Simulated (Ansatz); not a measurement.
Basis-set extrapolation for C$_{4}$H$_{6}$BCl (`B/C=C(\Cl)C=C`) (PBE0-D4/def2-TZVP geometry, frozen core, Ansatz 0.2.0). Multiplicity 1, RHF reference.

```
                      def2-TZVPP   def2-QZVPP
                 HF  -639.171476  -639.192018
    MP2 correlation    -0.928364    -0.994729
CCSD(T) correlation    -1.027414      not run
```

Energies in hartree. Use E(X) = E(∞) + A·exp(−7.88·√X) for Hartree–Fock and E(X) = E(∞) + B·X^(−2.97) for correlation, with X = 3 and 4, and add CCSD(T) minus MP2 of the smaller set to the MP2 limit.

**Question.** What is the CCSD(T) energy at the basis-set limit?

**Answer.** HF limit: -639.192018 + (-0.020542) × 0.13774 = -639.19485. MP2 limit: -0.994729 + (-0.066365) × 0.74074 = -1.04389. Higher-order term: -1.027414 − (-0.928364) = -0.09905. Total: -640.33779 hartree, 364.7 kJ/mol below CCSD(T)/def2-TZVPP.
